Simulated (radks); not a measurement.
The numbers below are computed, except where a source is named.
Problem. Level of theory: scalar-relativistic Kohn-Sham, LB94 model potential, spin-polarised, spherical densities, finite nucleus; open shells are filled with parallel spins first (spin-orbit coupling, left out, can overturn this in heavy ions); Fermi nuclear charge, rms radius of each element as measured or else 0.836 A^(1/3) + 0.57 fm (a radial shooting solver on a logarithmic mesh with Libxc functionals). Response by self-consistent Sternheimer equations with the Hartree and adiabatic LDA kernel, the relativistic mass of each level held fixed and spin-orbit coupling left out. Rank Rb3+, Rb5+, Rb4+, Rb, Rb6+, Rb+, Rb2+ (NIST ground configurations) by static dipole polarisability, largest first.

Solution. Rb 189.3, Rb+ 9.321, Rb2+ 6.614, Rb3+ 4.928, Rb4+ 3.814, Rb5+ 3.003, Rb6+ 2.413 bohr^3.
